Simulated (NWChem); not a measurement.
CAuClO, triplet; SMILES of the neutral closed-shell parent [Cl][Au]<-[C-]#[O+]

```xyz
4

Au     0.5224    -0.0495     0.0008
Cl    -0.6821     1.9926    -0.0008
O     -0.6747    -2.8133    -0.0007
C     -0.6832    -1.6661     0.0001
```
Atoms are numbered in this order, from 1.

Level: PBE0/def2-SVP with def2 effective core potentials on Au, spin-unrestricted (NWChem), optimised geometry, unscaled harmonic frequencies. The spin multiplicity was typed, not searched, and may not be the lowest. def2 effective core potentials on Au; no spin-orbit coupling.

| frequency (cm⁻¹) | IR intensity (km/mol) |
|---|---|
| 43 | 2.2 |
| 116 | 3.0 |
| 264 | 5.8 |
| 290 | 5.5 |
| 462 | 3.5 |
| 2079 | 1025.1 |

- zero-point energy = 4.6 kcal/mol
- thermal correction to the enthalpy at 298.15 K (with zero-point energy) = 8.7 kcal/mol
- heat capacity Cv = 14.6 cal/(mol K)
- entropy at 298.15 K and 1 atm (symmetry number 1, electronic part: spin degeneracy alone) = 84.2 cal/(mol K)

Rigid rotor and harmonic oscillator; modes under 100 cm⁻¹ make the entropy uncertain.
